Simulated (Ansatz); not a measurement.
The cluster Nb₂S₆. Charge 0, multiplicity 5. Geometry PBE-D4/def2-SVP; atoms count from 1.

| atom | x (Å) | y (Å) | z (Å) |
| --- | --- | --- | --- |
| Nb1 | 1.123 | 0.795 | 2.348 |
| Nb2 | -0.051 | -0.085 | -0.160 |
| S3 | -0.344 | -1.556 | -2.160 |
| S4 | -2.007 | -1.351 | -0.845 |
| S5 | -1.246 | 0.640 | 1.878 |
| S6 | 1.709 | -1.129 | 1.005 |
| S7 | 0.632 | 2.210 | 0.446 |
| S8 | 0.184 | 0.477 | -2.511 |

In the def2 sets Nb takes a core potential; there is no spin–orbit coupling. At PBE0-D4/def2-TZVP a singlet of charge 0 lies 2.15 eV below the quintet, each at its own geometry. The structure comes from a short search, and lower isomers may exist.

Estimate the Mulliken populations from the PBE0/def2-TZVP orbitals of Ansatz.


```json
{"atom": "Nb1", "charge (e)": "0.71", "spin (α − β)": "2.47", "d electrons": "3.64"}
{"atom": "Nb2", "charge (e)": "0.85", "spin (α − β)": "0.43", "d electrons": "3.24"}
{"atom": "S3", "charge (e)": "0.03", "spin (α − β)": "0.01", "d electrons": "–"}
{"atom": "S4", "charge (e)": "-0.22", "spin (α − β)": "-0.02", "d electrons": "–"}
{"atom": "S5", "charge (e)": "-0.31", "spin (α − β)": "0.51", "d electrons": "–"}
{"atom": "S6", "charge (e)": "-0.52", "spin (α − β)": "0.10", "d electrons": "–"}
{"atom": "S7", "charge (e)": "-0.31", "spin (α − β)": "0.51", "d electrons": "–"}
{"atom": "S8", "charge (e)": "-0.22", "spin (α − β)": "-0.02", "d electrons": "–"}
```
Mulliken values and Mayer orders depend strongly on the basis.

Where does the spin sit?

Summed by element: Nb 2.91, S 1.09, of 4 unpaired in all. Largest on single atoms: Nb1 2.47, S5 0.51, S7 0.51.

And the Mayer bond orders between bonded heavy atoms (over 0.3)?

Nb1–Nb2 0.46 (2.91 Å); Nb1–S5 0.94 (2.42 Å); Nb1–S6 0.99 (2.42 Å); Nb1–S7 0.94 (2.42 Å); Nb2–S3 0.51 (2.50 Å); Nb2–S4 0.91 (2.43 Å); Nb2–S5 0.88 (2.47 Å); Nb2–S6 1.22 (2.35 Å); Nb2–S7 0.88 (2.47 Å); Nb2–S8 0.91 (2.43 Å); S3–S4 1.09 (2.13 Å); S3–S8 1.09 (2.13 Å). Values over 0.3 also appear between atoms too far apart for a bond (S5–S7 0.32 at 2.84 Å); they arise where an orbital or an unpaired electron spreads over both atoms.
